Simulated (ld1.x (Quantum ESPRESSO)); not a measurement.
Building the TM potential for H (LDA (PZ), scalar-relativistic).

| Item | Value |
| --- | --- |
| Element | H (Z = 1) |
| Generator | ld1.x (Quantum ESPRESSO) 7.5 |
| Type | norm-conserving Troullier–Martins (Kleinman–Bylander form) |
| Functional | LDA (PZ) |
| Relativity | scalar-relativistic |
| Frozen core | none |
| Valence charge | 1 |
| Reference configuration | 1s1 |
| Partial waves | 1s (bound): rc 0.95 bohr; 2p channel at 0.45 Ry: rc 0.80 bohr |
| Local potential | the p channel |
| Core correction | none |

Estimate the cutoffs (Ry, on a coarse ladder) from which the occupation-weighted sum of valence levels, in a spherical-Bessel basis at the reference potential, stays within 10 and 1 mRy of its value at 400 Ry.

25 Ry and 50 Ry.

Does the potential have ghost states?

No extra level below or beside the all-electron valence levels (s, p, d, f tested).
